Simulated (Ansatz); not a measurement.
Geometry optimisation, RKS PBE0/STO-3G (Ansatz).

The input (input.yaml):

```yaml
crystal:
  periodic: [false, false, false]
  atoms:
    - { symbol: B, position_ang: [0.0, 0.0, 0.0] }
    - { symbol: "N", position_ang: [0.0, 0.0, 1.55] }
    - { symbol: H, position_ang: [-0.877, -0.2713, 2.08] }
    - { symbol: H, position_ang: [0.877, 0.2713, 2.08] }
    - { symbol: C, position_ang: [1.3856, 0.0, -0.8] }
    - { symbol: H, position_ang: [1.7152, -1.0462, -0.9702] }
    - { symbol: H, position_ang: [1.2491, 0.508, -1.7774] }
    - { symbol: H, position_ang: [2.1552, 0.5381, -0.2082] }
    - { symbol: C, position_ang: [-1.3856, 0.0, -0.8] }
    - { symbol: H, position_ang: [-1.9458, -0.9305, -0.5708] }
    - { symbol: H, position_ang: [-1.9898, 0.8797, -0.4946] }
    - { symbol: H, position_ang: [-1.1839, 0.0508, -1.8903] }
basis:
  gaussian: { orbitals: STO-3G }
hamiltonian:
  xc: pbe0
relax:
  f_tol: 0.02
  max_steps: 40
```

Launched with:

```bash
$ ansatz run input.yaml --threads 1 --pin off --max-ram 2048MiB --backend cpu --events-out ev --progress --plain --runs-dir out
```

Problem. Where does it end, and by what steps?

Solution. The forces met the threshold. The force dipped under the threshold on the way, but the program's further checks kept it going. Limits of this set-up: minimal basis. After 24 steps the energy has fallen by 0.814 eV; H12 moved furthest, 1.04 Å.

```csv
step,energy less start (eV),largest force component (eV/Å),accepted
0,0.0000,5.147,yes
1,-0.6949,1.564,yes
2,-0.7566,1.165,yes
3,-0.7693,1.029,yes
4,-0.7847,0.049,yes
5,-0.7872,0.027,yes
6,-0.7676,0.667,no
7,-0.7899,0.023,yes
8,-0.7912,0.049,yes
9,-0.7847,0.517,no
10,-0.7938,0.071,yes
11,-0.7947,0.175,yes
12,-0.8024,0.050,yes
13,-0.7929,0.789,no
14,-0.8039,0.020,yes
15,-0.8065,0.150,yes
16,-0.8058,0.295,no
17,-0.8089,0.052,yes
18,-0.8106,0.086,yes
19,-0.8098,0.195,no
20,-0.8121,0.019,yes
21,-0.8128,0.055,yes
22,-0.8130,0.126,yes
23,-0.8133,0.083,yes
24,-0.8141,0.004,yes
```

```xyz
12
Properties=species:S:1:pos:R:3
B 0.001 -0.013 0.033
N 0.010 -0.106 1.416
H -0.841 -0.239 1.991
H 0.869 -0.051 1.993
C 1.367 0.185 -0.743
H 1.558 -0.664 -1.412
H 1.330 1.078 -1.381
H 2.233 0.285 -0.079
C -1.375 -0.105 -0.745
H -2.231 -0.302 -0.089
H -1.577 0.830 -1.284
H -1.345 -0.898 -1.503
```

Whether the end is a true minimum wasn't checked by a vibrational analysis.

The run took 47 s on 1 thread of Arm Neoverse V1, on a shared host, peak memory 0.12 GiB.
